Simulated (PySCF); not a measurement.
# UHF on Cr (chromium, neutral)

Configuration: [Ar] 3d5 4s1, high-spin 7S determinant. Calculation: PySCF 2.14, in cc-pVDZ; no relativity, point nucleus.

```
Total energy                                     : -1043.355069 hartree
One-electron energy                              : -1439.8082 hartree
Hartree (Coulomb) energy                         : 444.2340 hartree
Exchange energy                                  : -47.7809 hartree
Kinetic energy                                   : 1043.49071 hartree
⟨S²⟩                                             : 12.0000
⟨L²⟩                                             : 0.000
Sum of ⟨r⟩                                       : 20.49 bohr
Sum of ⟨r²⟩                                      : 37.72 bohr²
Density at the nucleus (Gaussians lack the cusp) : 9260 bohr⁻³
Spin density at the nucleus                      : 1.96 bohr⁻³
Langevin diamagnetic susceptibility              : -29.9 ×10⁻⁶ cm³/mol
Time after the integrals                         : 0.11 s of wall time on 1 thread of Neoverse-V2 (shared host)
```

| shell | electrons | mean orbital energy (hartree) | rms radius, mean of both spins (bohr) |
| --- | --- | --- | --- |
| 1s α | 1 | -220.37870 | 0.0743 |
| 1s β | 1 | -220.37604 | 0.0743 |
| 2s α | 1 | -26.25424 | 0.319 |
| 2s β | 1 | -26.15351 | 0.319 |
| 2p α | 3 | -22.18322 | 0.288 |
| 2p β | 3 | -22.08458 | 0.288 |
| 3s α | 1 | -3.45618 | 0.980 |
| 3s β | 1 | -3.10900 | 0.980 |
| 3p α | 3 | -2.25956 | 1.06 |
| 3p β | 3 | -1.83826 | 1.06 |
| 3d α | 5 | -0.37101 | 1.59 |
| 4s α | 1 | -0.22228 | 3.96 |
